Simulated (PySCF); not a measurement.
# Running PySCF for CaSi

File input.py (PySCF 2.14):

```python
from pyscf import gto, scf, cc

mol = gto.M(
    atom='Ca 0 0 0; Si 0 0 2.705',
    basis='def2-svp',
    charge=0,
    spin=2,
    verbose=3,
)
mf = scf.UHF(mol)
mf = mf.density_fit(auxbasis='def2-universal-jkfit')
mf.kernel()
mycc = cc.CCSD(mf, frozen=10)
mycc.kernel()
e = mycc.ipccsd(nroots=8)[0]
print('roots (eV) =', (e*27.211386).round(3))
mf.dip_moment()
print('orbital energies (hartree):', [e[max(0, n-3):n+3].round(4) for e, n in zip(mf.mo_energy, mol.nelec)])
```

```bash
$ OMP_NUM_THREADS=1 python input.py
```

Output (some set-up lines and the per-cycle HOMO/LUMO lines with their warnings removed):

```
converged SCF energy = -965.417541237616  <S^2> = 2.0396443  2S+1 = 3.0263141
E(UCCSD) = -965.6403200891913  E_corr = -0.2227788515755694
roots (eV) = [5.985 6.328 6.329 6.504 7.919 8.483 8.725 8.725]
Dipole moment(X, Y, Z, Debye): -0.00000, -0.00000, -5.95909
orbital energies (hartree): [array([-0.2579, -0.2579, -0.2091, -0.0062,  0.0789,  0.0789]), array([-1.3398, -0.4496, -0.1999, -0.0051,  0.0671,  0.0671])]
```

In short: E(SCF) = -965.417541 Eh, E(CCSD) − E(SCF) = -0.22278 Eh, ⟨S²⟩ = 2.040, μz(SCF) = -5.96 D, ionisation roots 5.985, 6.328, 6.329, 6.504, 7.919, 8.483, 8.725, 8.725 eV.

Hardware: Arm Neoverse V1, 1 thread, shared host. Wall time 6.8 s.

The bond length is a typed value, not an optimised one. No search for the lowest solution was made.
